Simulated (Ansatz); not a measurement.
Total energies of the cluster Te₂Pb from Ansatz at r2SCAN-D4/def2-TZVP, gas phase (1 Eh = 27.2114 eV = 2625.5 kJ/mol). The reference geometry is relaxed at r2SCAN-D4/def2-SVP.

```xyz
3

Pb    0.964   -1.293    0.313
Te    0.297    0.950   -1.304
Te   -1.261    0.343    0.991
```

```json
{"state": "charge 0 singlet", "geometry": "reference", "energy (Eh)": "-729.33352"}
{"state": "charge 1 doublet", "geometry": "reference", "energy (Eh)": "-729.07290"}
{"state": "charge 0 triplet", "geometry": "relaxed at r2SCAN-D4/def2-SVP", "energy (Eh)": "-729.30294"}
{"state": "charge 0 quintet", "geometry": "relaxed at r2SCAN-D4/def2-SVP", "energy (Eh)": "-729.23084"}
{"state": "free Pb atom (triplet)", "geometry": "–", "energy (Eh)": "-192.92630"}
{"state": "free Te atom (triplet)", "geometry": "–", "energy (Eh)": "-268.08831"}
```

In the def2 sets Pb, Te take a core potential; there is no spin–orbit coupling.

Problem. Work out the vertical ionisation energy to the doublet.

Solution. E(charge 1 doublet) − E(charge 0 singlet) = -729.07290 − (-729.33352) = 0.26062 Eh = 7.09 eV. For comparison, −ε of the highest occupied level is 4.72 eV at this level, 2.37 eV less.

Problem. Which of the charge 0 states is lowest, and how far above it are the others?

Solution. The singlet. triplet: -729.30294 − (-729.33352) = 0.03058 Eh = 80.3 kJ/mol; quintet: -729.23084 − (-729.33352) = 0.10268 Eh = 269.6 kJ/mol.

Problem. What is the binding energy per atom against free atoms?

Solution. Atoms: 1 × (-192.92630) + 2 × (-268.08831) = -729.10292 Eh. Binding: -729.10292 − (-729.33352) = 0.23060 Eh = 6.27 eV, or 2.09 eV for each of 3 atoms (no zero-point energy, no counterpoise term).

The structure comes from a short search, and lower isomers may exist.
